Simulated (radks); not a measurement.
Results of a calculation; reference values are marked as such.
Question: The mean radii <r> (bohr) of the occupied orbitals of an atom or ion are listed with their occupations. Level of theory: non-relativistic Kohn-Sham, PBE, spin-polarised, spherical densities, point nucleus (a radial shooting solver on a logarithmic mesh with Libxc functionals).

orbital  occ.      <r>
1s up       1  0.01869
1s down     1  0.01869
2s up       1  0.07862
2s down     1  0.07862
2p up       3  0.06641
2p down     3  0.06641
3s up       1   0.1979
3s down     1   0.1979
3p up       3   0.1883
3p down     3   0.1883
3d up       5   0.1642
3d down     5   0.1642
4s up       1   0.4323
4s down     1   0.4320
4p up       3   0.4350
4p down     3   0.4347
4d up       5   0.4390
4d down     5   0.4384
4f up       7   0.4458
4f down     7   0.4439
5s up       1   0.8866
5s down     1   0.8861
5p up       3   0.9221

Name the element and its charge. Open shells, if any, are filled with parallel spins first.

Answer: Z = 81, thallium, charge +16: Tl16+ in [Kr] 4d10 4f14 5s2 5p3. The 1s radius gives Z: for a bare nucleus <r> = 1.5/Z, 0.01852 bohr for Z = 81, and screening makes it slightly larger (0.01869 here). The occupations add up to 65, and the charge is Z minus that.
